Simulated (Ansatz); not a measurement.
Geometry optimisation, Ansatz, RKS B3LYP-D4/def2-SVP.

The input (input.yaml):

```yaml
crystal:
  periodic: [false, false, false]
  atoms:
    - { symbol: W, position_ang: [0.0, 0.0, 0.0] }
    - { symbol: H, position_ang: [0.0, 0.0, 2.07] }
    - { symbol: H, position_ang: [1.72, 0.0, 0.0] }
    - { symbol: F, position_ang: [0.0, 1.85, 0.0] }
    - { symbol: H, position_ang: [-1.72, 0.0, 0.0] }
    - { symbol: H, position_ang: [0.0, -1.72, 0.0] }
    - { symbol: H, position_ang: [0.0, 0.0, -1.72] }
    - { symbol: "N", position_ang: [1.5641, 1.6294, 0.7505] }
    - { symbol: H, position_ang: [2.4032, 1.3328, 1.3263] }
    - { symbol: H, position_ang: [1.4216, 2.6516, 0.5089] }
    - { symbol: H, position_ang: [0.7512, 0.7826, 1.9573] }
basis:
  gaussian: { orbitals: def2-SVP }
hamiltonian:
  xc: b3lyp
  dispersion: d4
relax:
  f_tol: 0.15
  max_steps: 25
  restrain:
    - { distance: [0, 7], at: 2.08, k: 30.0 }
    - { distance: [10, 1], at: 0.66, k: 30.0 }
    - { distance: [0, 1], at: 2.92, k: 30.0 }
    - { distance: [10, 7], at: 2.26, k: 30.0 }
```

Run as:

```bash
$ ansatz run input.yaml --threads 2 --pin off --max-ram 3072MiB --backend cpu --events-out ev --progress --plain --runs-dir out
```

Where does it end, and by what steps?

The run converged. The restraints hold the end off the free minimum. After 20 steps the energy has fallen by 9.595 eV (the restraints' own energy left out); F4 moved furthest, 1.59 Å. The start is strongly strained (largest force component 10 eV/Å), so its close contacts needn't be bonds. Parted: W1–H2 (2.07 → 2.92 Å). Joined: H2–H11 (1.09 → 0.72 Å).

```
step  energy less start (eV)  largest force component (eV/Å)  accepted
   0                  0.0000                           9.955       yes
   1                 -2.5602                           8.517       yes
   2                 -4.7640                           5.038       yes
   3                 -6.7995                           2.093       yes
   4                 -7.8341                           1.068       yes
   5                 -8.3153                           1.058       yes
   6                 -8.3910                           1.275       yes
   7                 -8.3970                           1.186       yes
   8                 -8.4303                           1.827       yes
   9                 -8.5528                           1.322       yes
  10                 -8.6986                           1.155       yes
  11                 -8.8571                           1.079       yes
  12                 -9.0725                           1.100       yes
  13                 -9.2967                           1.531       yes
  14                 -9.4560                           1.475       yes
  15                 -9.5317                           1.415       yes
  16                 -9.5683                           2.039       yes
  17                 -9.5625                           1.513       yes
  18                 -9.5895                           1.486       yes
  19                 -9.5837                           1.615       yes
  20                 -9.5946                           1.698       yes
```

```xyz
11
Properties=species:S:1:pos:R:3
W 0.092 0.482 -0.186
H -0.107 0.986 2.686
H 0.956 -0.745 0.571
F -1.516 1.420 0.170
H -0.739 -0.838 0.414
H 0.331 -0.936 -1.069
H 0.265 0.626 -1.869
N 1.831 1.264 0.476
H 2.517 0.890 1.124
H 2.024 2.249 0.270
H 0.487 1.127 2.305
```

The run took 70 s on 2 threads of Arm Neoverse V2, on a shared host, peak memory 0.21 GiB.
